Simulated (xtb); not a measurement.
Job for xtb: GFN2-xTB on GeSb, 2S+1 = 2, a spin state set in the input, which need not be the lowest, a point of a bond scan (R = 2.329 Å).

```
$ xtb mol.xyz --gfn 2 --sp --chrg 0 --uhf 1
2

Ge     0.00000000     0.00000000     0.00000000
Sb     0.00000000     0.00000000     2.32914600
```

The log:

```
[...]
           -------------------------------------------------
          |                Calculation Setup                |
           -------------------------------------------------



           -------------------------------------------------
          |                 G F N 2 - x T B                 |
           -------------------------------------------------

        Reference                      10.1021/acs.jctc.8b01176
      * Hamiltonian:
        H0-scaling (s, p, d)           1.850000    2.230000    2.230000
        zeta-weighting                 0.500000
      * Dispersion:
        s8                             2.700000
        a1                             0.520000
        a2                             5.000000
        s9                             5.000000
      * Repulsion:
        kExp                           1.500000    1.000000
        rExp                           1.000000
      * Coulomb:
        alpha                          2.000000
        third order                    shell-resolved
        anisotropic                    true
        a3                             3.000000
        a5                             4.000000
        cn-shift                       1.200000
        cn-exp                         4.000000
        max-rad                        5.000000


          ...................................................
          :                      SETUP                      :
          :.................................................:
          :  # basis functions                  20          :
          :  # atomic orbitals                  18          :
          :  # shells                            6          :
          :  # electrons                         9          :
          :  max. iterations                   250          :
          :  Hamiltonian                  GFN2-xTB          :
          :  restarted?                      false          :
          :  GBSA solvation                  false          :
          :  PC potential                    false          :
          :  electronic temp.          300.0000000     K    :
          :  accuracy                    1.0000000          :
          :  -> integral cutoff          0.2500000E+02      :
          :  -> integral neglect         0.1000000E-07      :
          :  -> SCF convergence          0.1000000E-05 Eh   :
          :  -> wf. convergence          0.1000000E-03 e    :
          :  Broyden damping             0.4000000          :
          :  net charge                          0          :
          :  unpaired electrons                  1          :
          ...................................................

 iter      E             dE          RMSdq      gap      omega  full diag
   1     -3.2421297 -0.324213E+01  0.281E+01    2.36       0.0  T
   2     -0.6612054  0.258092E+01  0.597E+01    3.53       1.0  T
   3     -3.7870270 -0.312582E+01  0.180E+01    2.79       1.0  T
   4     -3.7538764  0.331506E-01  0.245E+01    2.07       1.0  T
   5     -3.3286736  0.425203E+00  0.202E+01    2.33       1.0  T
   6     -4.0847382 -0.756065E+00  0.118E+01    2.20       1.0  T
   7     -4.0902707 -0.553241E-02  0.111E+01    2.18       1.0  T
   8     -4.0918076 -0.153699E-02  0.842E+00    2.17       1.0  T
   9     -4.1082620 -0.164544E-01  0.568E+00    2.12       1.0  T
  10     -4.1142523 -0.599025E-02  0.459E+00    2.10       1.0  T
  11     -4.1221790 -0.792672E-02  0.289E+00    2.07       1.0  T
  12     -4.1249894 -0.281043E-02  0.208E+00    2.06       1.0  T
  13     -4.1272075 -0.221810E-02  0.895E-01    2.04       1.0  T
  14     -4.1275933 -0.385813E-03  0.297E-01    2.03       1.0  T
  15     -4.1276221 -0.287713E-04  0.991E-02    2.03       1.0  T
  16     -4.1276237 -0.162518E-05  0.641E-03    2.03      11.0  T
  17     -4.1276237  0.105916E-08  0.410E-03    2.03      17.2  T
  18     -4.1276237 -0.588671E-08  0.199E-03    2.03      35.5  T
  19     -4.1276237 -0.110313E-08  0.143E-04    2.03     494.8  T
  20     -4.1276237 -0.199156E-10  0.593E-06    2.03   11916.5  T

   *** convergence criteria satisfied after 20 iterations ***

         #    Occupation            Energy/Eh            Energy/eV
      -------------------------------------------------------------
         1        2.0000           -0.6746876             -18.3592
         2        2.0000           -0.5429565             -14.7746
         3        2.0000           -0.3122395              -8.4965
         4        1.5000           -0.2986013              -8.1254
         5        1.5000           -0.2986013              -8.1254 (HOMO)
         6                         -0.2239781              -6.0948 (LUMO)
         7                         -0.2239781              -6.0948
         8                         -0.0732092              -1.9921
         9                          0.0118647               0.3229
        10                          0.0118647               0.3229
       ...                                ...                  ...
        18                          1.4319226              38.9646
      -------------------------------------------------------------
                  HL-Gap            0.0746232 Eh            2.0306 eV
             Fermi-level           -0.2799455 Eh           -7.6177 eV

 SCC (total)                   0 d,  0 h,  0 min,  0.005 sec
 SCC setup                      ...        0 min,  0.000 sec (  2.247%)
 Dispersion                     ...        0 min,  0.000 sec (  0.708%)
 classical contributions        ...        0 min,  0.000 sec (  0.407%)
 integral evaluation            ...        0 min,  0.001 sec ( 14.969%)
 iterations                     ...        0 min,  0.003 sec ( 64.134%)
 molecular gradient             ...        0 min,  0.001 sec ( 15.262%)
 printout                       ...        0 min,  0.000 sec (  1.967%)

         :::::::::::::::::::::::::::::::::::::::::::::::::::::
         ::                     SUMMARY                     ::
         :::::::::::::::::::::::::::::::::::::::::::::::::::::
         :: total energy              -4.112864259974 Eh    ::
         :: gradient norm              0.054434359069 Eh/a0 ::
         :: HOMO-LUMO gap              2.030600620751 eV    ::
         ::.................................................::
         :: SCC energy                -4.127623731329 Eh    ::
         :: -> isotropic ES           -0.003810139911 Eh    ::
         :: -> anisotropic ES         -0.000023312800 Eh    ::
         :: -> anisotropic XC         -0.003033805751 Eh    ::
         :: -> dispersion             -0.001163655499 Eh    ::
         :: repulsion energy           0.014759471355 Eh    ::
         :: add. restraining           0.000000000000 Eh    ::
         :: total charge              -0.000000000000 e     ::
         :::::::::::::::::::::::::::::::::::::::::::::::::::::

           -------------------------------------------------
          |                Property Printout                |
           -------------------------------------------------

    * Orbital Energies and Occupations

         #    Occupation            Energy/Eh            Energy/eV
      -------------------------------------------------------------
         1        2.0000           -0.6746876             -18.3592
         2        2.0000           -0.5429565             -14.7746
         3        2.0000           -0.3122395              -8.4965
         4        1.5000           -0.2986013              -8.1254
         5        1.5000           -0.2986013              -8.1254 (HOMO)
         6                         -0.2239781              -6.0948 (LUMO)
         7                         -0.2239781              -6.0948
         8                         -0.0732092              -1.9921
Note: The following floating-point exceptions are signalling: IEEE_UNDERFLOW_FLAG IEEE_DENORMAL
normal termination of xtb
         9                          0.0118647               0.3229
        10                          0.0118647               0.3229
        11                          0.0390850               1.0636
        12                          0.0390850               1.0636
        13                          0.0708061               1.9267
        14                          0.0708061               1.9267
        15                          0.1926285               5.2417
        16                          0.2501390               6.8066
       ...                                ...                  ...
        18                          1.4319226              38.9646
      -------------------------------------------------------------
                  HL-Gap            0.0746232 Eh            2.0306 eV
             Fermi-level           -0.2799455 Eh           -7.6177 eV

     #   Z          covCN         q      C6AA      α(0)
     1  32 Ge       0.972     0.060   287.634    36.267
     2  51 Sb       0.972    -0.060   460.853    42.793

 Mol. C6AA /au·bohr⁶  :       1474.464403
 Mol. C8AA /au·bohr⁸  :     148122.258433
 Mol. α(0) /au        :         79.060021


Wiberg/Mayer (AO) data.
largest (>0.10) Wiberg bond orders for each atom

 ---------------------------------------------------------------------------
     #   Z sym  total        # sym  WBO       # sym  WBO       # sym  WBO
 ---------------------------------------------------------------------------
     1  32 Ge   2.298 --     2 Sb   2.298
     2  51 Sb   2.298 --     1 Ge   2.298
 ---------------------------------------------------------------------------

Topologies differ in total number of bonds
Writing topology from bond orders to xtbtopo.mol

molecular dipole:
                 x           y           z       tot (Debye)
 q only:        0.000       0.000      -0.264
   full:       -0.000      -0.000      -0.201       0.511
molecular quadrupole (traceless):
                xx          xy          yy          xz          yz          zz
 q only:        0.581       0.000       0.581       0.000       0.000      -1.162
  q+dip:        0.314       0.000       0.314      -0.000      -0.000      -0.628
   full:        3.186      -0.000       3.186      -0.000      -0.000      -6.373


           -------------------------------------------------
          | TOTAL ENERGY               -4.112864259974 Eh   |
          | GRADIENT NORM               0.054434359069 Eh/α |
          | HOMO-LUMO GAP               2.030600620751 eV   |
           -------------------------------------------------

------------------------------------------------------------------------
------------------------------------------------------------------------
 total:
 SCF:
```

The run finished.

Cost: about 0.06 core-seconds (a rough figure).
